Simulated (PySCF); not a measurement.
Compound: InCl₃.
Bonds: In1–Cl2, In1–Cl3, In1–Cl4.

Method: PBE0-D3(BJ)/def2-SVP geometry optimisation, gas phase, def2 core potentials past Kr (PySCF); density fitting, grid level 1; the optimiser is geomeTRIC in internal coordinates, started from a GFN2-xTB structure with every atom displaced at random (about 0.03 Å).

Step 0: E = -42721.5630 eV
```
atom  x, y, z in Å  |  force x, y, z in eV/Å
In1     0.0611   -0.0766    0.0127   -1.332   2.752  -0.057
Cl2     2.2790   -0.0398    0.0124    1.885   0.080   0.031
Cl3    -1.1857    1.9945   -0.0502    0.597  -0.903   0.026
Cl4    -1.0711   -1.9685   -0.0054   -1.150  -1.929   0.001
```

Step 1: E = -42721.8235 eV
```
atom  x, y, z in Å  |  force x, y, z in eV/Å
In1     0.0297   -0.0432   -0.0253    0.020  -0.085   0.048
Cl2     2.3532    0.0331    0.0253   -0.079  -0.054  -0.018
Cl3    -1.1347    1.9607   -0.0374   -0.040   0.099  -0.028
Cl4    -1.1650   -2.0411    0.0070    0.099   0.040  -0.001
```

Problem. Estimate the geometry and energy of step 2. (The exact step hangs on the optimiser's Hessian estimate; all steps are aligned on step 1, rigid shifts and turns removed.)

Solution. E = -42721.8258 eV, largest force 0.091 eV/Å
```
atom  x, y, z in Å  |  force x, y, z in eV/Å
In1     0.0283   -0.0372    0.0127   -0.061   0.047  -0.048
Cl2     2.3494    0.0168    0.0126   -0.028  -0.028   0.031
Cl3    -1.1444    1.9709   -0.0501    0.031  -0.022  -0.006
Cl4    -1.1500   -2.0409   -0.0057    0.057   0.003   0.023
```

The energy changes by -0.0023 eV. The first-order estimate −F·Δx gives -0.0059 eV and the mean of the old and new forces, exact on a quadratic surface, -0.0024 eV. The step makes an angle of 56° with the force vector and moves no atom by more than 0.039 Å.

What follows is the cost of the whole optimisation. Time: 55 s; peak memory 0.33 GiB. Hardware: an AMD EPYC 7B13 with one thread, no GPU (shared host).
